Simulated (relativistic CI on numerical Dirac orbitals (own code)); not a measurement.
# Line list: Electric-dipole lines, Cs27+

Method of calculation: Dirac-Coulomb-Breit CI, separate exchange-only KLI orbitals for each configuration, model QED, unscaled Slater integrals (own radial code, finite nucleus).

Configuration list (outside the closed core [Ne]): 3s²3p⁶3d¹⁰, 3s²3p⁶3d⁹4s, 3s²3p⁶3d⁹4p, 3s²3p⁶3d⁹4d, 3s²3p⁶3d⁹4f, 3s²3p⁵3d¹⁰4s, 3s²3p⁶3d⁸4s², 3s²3p⁵3d¹⁰4p, 3s²3p⁶3d⁸4s4p, 3s²3p⁶3d⁹5s, 3s²3p⁶3d⁸4p², 3s²3p⁶3d⁹5p, 3s²3p⁵3d¹⁰4d, 3s²3p⁶3d⁸4s4d, 3s3p⁶3d¹⁰4s, 3s²3p⁶3d⁹5d. Levels of other configurations are missing.

| λ vac (nm) | Lower | Upper | A (s⁻¹) | gf | Branching (%) |
| --- | --- | --- | --- | --- | --- |
| 1.1621 | 3s²3p⁶3d¹⁰ ¹S0 [1] | 3s²3p⁵3d¹⁰4d ¹P°1 [85] | 1.02e+13 | 6.19e-01 | 90.3 |
| 1.3402 | 3s²3p⁶3d¹⁰ ¹S0 [1] | 3s²3p⁶3d⁹4f ¹P°1 [57] | 7.89e+13 | 6.38e+00 | 99.8 |
| 1.3804 | 3s²3p⁶3d¹⁰ ¹S0 [1] | 3s²3p⁶3d⁹4f ³D°1 [48] | 1.15e+13 | 9.87e-01 | 95.3 |
| 3.8286 | 3s²3p⁶3d⁹4s ³D2 [5] | 3s²3p⁵3d¹⁰4s ³P°1 [61] | 1.41e+12 | 9.31e-01 | 62.6 |
| 3.8696 | 3s²3p⁶3d⁹4p ³F°3 [15] | 3s²3p⁶3d⁹5s ³D2 [70] | 1.53e+12 | 1.71e+00 | 75.2 |
| 4.6339 | 3s²3p⁶3d⁹4p ³F°3 [7] | 3s²3p⁵3d¹⁰4p ³D2 [59] | 8.41e+11 | 1.35e+00 | 83.3 |
| 4.6342 | 3s²3p⁶3d⁹4p ³F°4 [10] | 3s²3p⁵3d¹⁰4p ³D3 [63] | 7.90e+11 | 1.78e+00 | 75.3 |
| 4.6348 | 3s²3p⁶3d⁹4s ³D3 [2] | 3s²3p⁵3d¹⁰4s ³P°2 [47] | 8.37e+11 | 1.35e+00 | 85.2 |
| 4.6404 | 3s²3p⁶3d⁹4p ³P°2 [6] | 3s²3p⁵3d¹⁰4p ³P1 [58] | 9.03e+11 | 8.75e-01 | 88.7 |
| 4.7133 | 3s²3p⁶3d⁹4d ³G5 [23] | 3s²3p⁶3d⁹5p ³F°4 [77] | 9.07e+11 | 2.72e+00 | 68.9 |
| 11.066 | 3s²3p⁶3d⁹4p ³P°2 [6] | 3s²3p⁶3d⁹4d ³F3 [21] | 6.98e+10 | 8.96e-01 | 37.1 |
| 11.167 | 3s²3p⁶3d⁹4p ³F°3 [7] | 3s²3p⁶3d⁹4d ³F3 [21] | 9.20e+10 | 1.20e+00 | 48.9 |
| 11.215 | 3s²3p⁶3d⁹4p ³P°2 [6] | 3s²3p⁶3d⁹4d ³D2 [20] | 1.33e+11 | 1.26e+00 | 73.4 |
| 11.320 | 3s²3p⁶3d⁹4p ³F°2 [8] | 3s²3p⁶3d⁹4d ³G3 [29] | 1.57e+11 | 2.12e+00 | 85.7 |
| 11.377 | 3s²3p⁶3d⁹4p ³F°3 [7] | 3s²3p⁶3d⁹4d ³G4 [19] | 1.67e+11 | 2.91e+00 | 91.2 |
| 12.701 | 3s²3p⁶3d⁹4d ³G3 [29] | 3s²3p⁶3d⁹4f ³H°4 [51] | 1.23e+11 | 2.69e+00 | 95.2 |
| 12.726 | 3s²3p⁶3d⁹4d ³G4 [19] | 3s²3p⁶3d⁹4f ³H°5 [40] | 1.23e+11 | 3.29e+00 | 95.5 |
| 13.136 | 3s²3p⁶3d⁹4d ³F4 [26] | 3s²3p⁶3d⁹4f ³G°5 [45] | 9.95e+10 | 2.83e+00 | 82.3 |
| 13.154 | 3s²3p⁶3d⁹4d ³G4 [32] | 3s²3p⁶3d⁹4f ¹H°5 [52] | 1.18e+11 | 3.36e+00 | 99.6 |
| 13.204 | 3s²3p⁶3d⁹4d ³G5 [23] | 3s²3p⁶3d⁹4f ³H°6 [39] | 1.17e+11 | 3.96e+00 | 100.0 |
| 13.293 | 3s²3p⁶3d⁹4p ¹D°2 [11] | 3s²3p⁶3d⁹4d ³D3 [24] | 6.78e+10 | 1.26e+00 | 52.9 |
| 13.327 | 3s²3p⁶3d⁹4p ³D°2 [17] | 3s²3p⁶3d⁹4d ³F3 [34] | 9.65e+10 | 1.80e+00 | 74.1 |
| 13.369 | 3s²3p⁶3d⁹4p ³D°3 [13] | 3s²3p⁶3d⁹4d ³F4 [26] | 9.06e+10 | 2.19e+00 | 69.3 |
| 13.384 | 3s²3p⁶3d⁹4p ³F°3 [15] | 3s²3p⁶3d⁹4d ³G4 [32] | 1.24e+11 | 3.01e+00 | 99.5 |
| 13.391 | 3s²3p⁶3d⁹4p ³F°4 [10] | 3s²3p⁶3d⁹4d ³G5 [23] | 1.24e+11 | 3.65e+00 | 100.0 |
| 15.732 | 3s²3p⁶3d⁹4s ³D3 [2] | 3s²3p⁶3d⁹4p ³D°3 [13] | 3.74e+10 | 9.71e-01 | 60.8 |
| 16.317 | 3s²3p⁶3d⁹4s ¹D2 [3] | 3s²3p⁶3d⁹4p ¹D°2 [11] | 4.73e+10 | 9.45e-01 | 85.1 |
| 16.384 | 3s²3p⁶3d⁹4s ³D2 [5] | 3s²3p⁶3d⁹4p ³F°3 [15] | 5.56e+10 | 1.57e+00 | 99.2 |
| 16.414 | 3s²3p⁶3d⁹4s ³D3 [2] | 3s²3p⁶3d⁹4p ³F°4 [10] | 5.54e+10 | 2.01e+00 | 100.0 |
| 22.644 | 3s²3p⁶3d⁹4s ³D3 [2] | 3s²3p⁶3d⁹4p ³P°2 [6] | 1.77e+10 | 6.80e-01 | 87.7 |

Terms are leading LS components. Brackets give the number of a level in order of energy, since labels repeat. The list gives strong lines, with weight on those to low levels, without lines whose two gauges differ by over a factor of 2.5, among the lowest 200 of 461 levels, so that lines to higher ones, which can be the strongest, are missing. Levels whose partners in the same complex of configurations lie outside the list can be far off, and so can their lines. Rates are taken at the computed energies, electric ones in the length gauge.

At this charge energies of transitions that change n are usually good to better than 1 %, and those within a shell (Δn = 0) to a few per cent.

LS names give the leading component of a level, which can be under half, so a name can repeat, a term be missing and a line seem to break the LS rules.
